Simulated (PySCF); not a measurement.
Gas-phase reaction: 2 SeO₂ + CO₂ ⇌ CSe₂ + 3 O₂

Method: PySCF energies (xtb for GFN2) plus ideal-gas RRHO corrections (1 bar). † marks an energy on the PBE0/def2-TZVP geometry and frequencies; other levels use their own. MP2 and CCSD(T) freeze the core. Open shells (unrestricted): O₂ (multiplicity 3); the rest are closed-shell singlets. GFN2 has no spin-polarisation term. B3LYP is the form with VWN-RPA correlation. Se: all electrons, no relativistic terms. MP2 isn't extrapolated to the basis-set limit; its ΔH°(298 K) is 748.2 kJ in def2-SVP and 911.0 kJ in def2-TZVPP. CCSD(T) isn't extrapolated to the basis-set limit; its ΔH°(298 K) is 672.0 kJ in def2-SVP and 817.4 kJ in def2-TZVPP. The harmonic model lacks anharmonicity and excited electronic states, which grow with temperature; levels with a mode under 35 cm⁻¹ are left out. Warning, large T1 diagnostic: SeO₂ (CCSD(T)/def2-SVP†).

```
level              ΔE electronic, kJ  ΔH°(298 K), kJ  ΔS°(298 K), J/K  ΔG°(1000 K), kJ
-----------------  -----------------  --------------  ---------------  ---------------
B3LYP/def2-TZVP†                 764             755              139              612
BLYP/def2-TZVP†                  797             788              139              645
CCSD(T)/def2-SVP†                681             672              139              530
GFN2-xTB                        1633            1625              143             1480
HF/def2-TZVP†                    487             478              139              335
MP2/def2-SVP†                    757             748              139              606
PBE/def2-SVP                     714             707              137              567
PBE0/def2-QZVP†                  760             751              139              609
PBE0/def2-TZVP                   739             731              139              588
r2SCAN/def2-TZVP†                764             755              139              613
```
ΔH° is lowest at HF/def2-TZVP† and highest at GFN2-xTB. No reference value is set beside these.
